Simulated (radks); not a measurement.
Ionisation of neutral dysprosium, [Xe] 4f10 6s2, to [Xe] 4f10 6s1 as the strength of local exchange is varied. All-electron calculation, scalar-relativistic Kohn-Sham, Slater X-alpha exchange (alpha = 2/3 is LDA exchange), no correlation, spin-polarised, spherical densities, point nucleus; open shells are filled with parallel spins first (spin-orbit coupling, left out, can overturn this in heavy ions). Program: a radial shooting solver on a logarithmic mesh with Libxc functionals.

| alpha | E(Dy) (hartree) | exchange (hartree) | IE (eV) | -e of the level emptied (eV) | <r> of it (bohr) |
|---|---|---|---|---|---|
| 0.667 | -12142.9704 | -248.6295 | 5.133 | 3.025 (6s) | 4.221 |
| 0.855 | -12213.5513 | -320.7347 | 5.912 | 3.855 (6s) | 4.010 |
| 0.895 | -12228.6260 | -336.1875 | 6.089 | 4.046 (6s) | 3.967 |
| 0.958 | -12252.4094 | -360.6048 | 6.375 | 4.357 (6s) | 3.902 |

NIST Atomic Spectra Database: 5.939 eV (measured). The Delta-SCF value meets it near alpha = 0.86. Open shells are spherical and high-spin; term and fine-structure splittings are not resolved. Spin-orbit splitting is averaged out at the scalar-relativistic level.
